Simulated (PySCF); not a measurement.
Vertical excitation energies

C6H9FO.
Atom-mapped SMILES: `[OH:1][C@@H:2]1[CH2:3][C@@H:4]2[CH2:5][C@H:6]([F:7])[C@H:8]12` (hydrogens: H9 on O1; H10 on C2; H11, H12 on C3; H13 on C4; H14, H15 on C5; H16 on C6; H17 on C8)

Computed with TDDFT B3LYP/def2-SVPD, vertical, gas phase, core orbitals frozen in the response (PySCF). Geometry: GFN2-xTB, one conformer, isolated molecule.

Q: Predict the UV-vis stick spectrum at this level.

A: 

| state | λ (nm) | E (eV) | f | main configurations (H = HOMO, L = LUMO) |
| --- | --- | --- | --- | --- |
| S1 | 187.8 | 6.60 | 0.0083 | H→L (93%) |
| S2 | 175.7 | 7.06 | 0.0044 | H-1→L (97%) |
| S3 | 175.2 | 7.08 | 0.0040 | H→L+1 (89%) |
| S4 | 166.9 | 7.43 | 0.0077 | H-2→L (76%), H→L+3 (13%) |
| S5 | 165.9 | 7.47 | 0.0043 | H→L+2 (70%), H-2→L (15%) |
| S6 | 164.7 | 7.53 | 0.0019 | H-1→L+1 (97%) |
| S7 | 163.6 | 7.58 | 0.015 | H→L+3 (74%), H→L+2 (15%) |
| S8 | 156.8 | 7.91 | 0.0040 | H-2→L+1 (96%) |

Triplets, Tamm–Dancoff:

```tsv
state	E (eV)	λ (nm)	main configurations (H = HOMO, L = LUMO)
T1	6.44	192.6	H→L (87%)
T2	6.87	180.5	H-1→L (92%)
T3	6.98	177.5	H→L+1 (78%)
```

The lowest singlet comes at 188 nm (637 kJ/mol) in the vacuum ultraviolet; it is weak; its leading configuration is HOMO→LUMO (93%). The most intense listed level is S7 at 7.58 eV (164 nm, f = 0.015), 0.98 eV above S1. Löwdin shares by element: HOMO oxygen 51%, carbon 37% or more; LUMO carbon 23% or more, hydrogen 19% or more (atoms not listed hold the other 58%). The oscillator strengths of these states sum to 0.050; summed over the whole spectrum of an exact calculation they would give the number of electrons, 62 (Thomas–Reiche–Kuhn). Of the 8 states listed, 1 reaches f = 0.01 and none stays under 0.0005. Weighted by f, the mean energy of these states is 7.32 eV. No computed singlet lies in the visible range (380 to 750 nm); the lowest, at 188 nm, stands 3.34 eV above its violet end (3.26 eV). The window holds the lowest 8 singlets.
